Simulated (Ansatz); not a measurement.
Basis sets compared for the cluster Si6O⁺. The state is a doublet with charge 1. Geometry r2SCAN-D4/def2-SVP. Ansatz on 4 threads of Arm Neoverse V2 on a shared host; times are rough, and most runs start from earlier orbitals.

```xyz
7

O     0.558    0.947   -1.519
Si    1.514    0.260   -0.275
Si   -2.395   -0.674   -0.305
Si   -0.485   -0.918    1.046
Si   -0.857    1.168   -0.579
Si    0.321    1.326    1.462
Si    1.344   -2.109    0.171
```

Another isomer (doublet) lies 0.54 eV lower at PBE0-D4/def2-TZVP; other spin states weren't run for this one.

```tsv
level	functions	energy (Eh)	HOMO (eV)	LUMO (eV)	wall time
PBE-D4/def2-SVP	122	-1810.3515	-10.15	-9.70	3.2 s
PBE0-D4/def2-SVP	122	-1810.4722	-10.91	-9.11	4.5 s
```

Estimate the rows for PBE-D4/def2-TZVP (with forces), PBE0-D4/def2-TZVP.


```csv
level,functions,energy (Eh),HOMO (eV),LUMO (eV),wall time
PBE-D4/def2-TZVP (with forces),253,-1811.0581,-9.98,-9.58,8.5 s
PBE0-D4/def2-TZVP,253,-1811.1765,-10.72,-8.95,21 s
```
